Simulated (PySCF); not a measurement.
Si(F)(Cl)(Br)(NH2) (BrClFH2NSi), SMILES N[Si](F)(Cl)Br. The structure is a stationary point at ωB97X-D3(BJ)/def2-SVP. This is a generated structure with no PubChem entry under its InChIKey; it may be hypothetical. Other conformers were not sampled.

Computed equilibrium geometry at ωB97X-D3(BJ)/def2-SVP (PySCF confirms it by a frequency run) as bond lengths and angles (one conformer of several):
Atoms: N1 Si2 F3 Cl4 Br5 H6 H7. Bonds (Å): N1–Si2 1.688, N1–H6 1.013, N1–H7 1.013, Si2–F3 1.617, Si2–Cl4 2.039, Si2–Br5 2.190. Bond angles (°): Si2–N1–H6 122.6, Si2–N1–H7 122.5, H6–N1–H7 114.0, N1–Si2–F3 114.6, N1–Si2–Cl4 109.4, N1–Si2–Br5 109.4, F3–Si2–Cl4 105.6, F3–Si2–Br5 105.9, Cl4–Si2–Br5 111.9.
